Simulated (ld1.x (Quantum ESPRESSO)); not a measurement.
# manganese: PAW pseudisation with LDA (PZ), scalar-relativistic reference atom.

- Element: manganese (Mn)
- Generator: ld1.x (Quantum ESPRESSO) 7.5
- Type: PAW
- Functional: LDA (PZ)
- Relativity: scalar-relativistic
- Frozen core: [Ne]
- Valence charge: 15
- Reference configuration: 3s2 3p6 3d5 4s2 4p0
- Partial waves: 3s (bound): rcut 1.15, rcutus 1.20 bohr; 4s (bound): rcut 1.15, rcutus 1.20 bohr; 3p (bound): rcut 1.25, rcutus 1.45 bohr; 4p (bound, empty): rcut 1.25, rcutus 1.45 bohr; 3d (bound): rcut 1.60, rcutus 2.10 bohr; 3d channel at 2.4 Ry: rcut 1.60, rcutus 2.10 bohr
- Local potential: all-electron potential smoothed inside 1.20 bohr (lloc = -1)
- Core correction: Bessel-smoothed model core, default radius (core density twice the valence density)
- Augmentation charge: PSQ, inside the norm-conserving radii

All-electron outer shells of the reference configuration (LDA (PZ), scalar-relativistic, ld1.x):

```tsv
shell	level (eV)	outermost node (bohr)	outermost maximum (bohr)
2s	-742.21	0.08	0.23
2p	-629.78	–	0.19
3s	-85.40	0.34	0.74
3p	-54.49	0.31	0.75
3d	-7.01	–	0.75
4s	-5.29	1.06	2.47
4p	-1.47	1.16	3.38
```

(1) Is the overlap operator S = 1 + Σ q|β⟩⟨β| positive definite (Bessel basis up to 400 Ry)?

(2) Tests: 3s2 3p6 3d5 4s1 4p0; 3s2 3p6 3d5 4s0 4p0; 3s2 3p6 3d4 4s0 4p0; 3s1 3p6 3d5 4s2 4p0; 3s2 3p6 3d4 4s2 4p0; 3s2 3p5 3d5 4s2 4p0; 3s2 3p6 3d6 4s1 4p0. Which has the largest error in its energy relative to the reference configuration, and how large is it?

Results:

(1) No: its lowest eigenvalue is -327.830, in the p channel, so the generalised eigenproblem breaks down once the basis is large enough.

(2) 3s2 3p5 3d5 4s2 4p0, with -130 meV (all-electron minus pseudo) on +61.89 eV.

The ghost test of this file was not conclusive. Its overlap operator is not positive definite in a basis up to 400 Ry (lowest eigenvalue s -4.73, p -327.83), so the file is unfit for use: the generalised eigenproblem breaks down once the basis is large enough, and its test numbers describe a broken file.
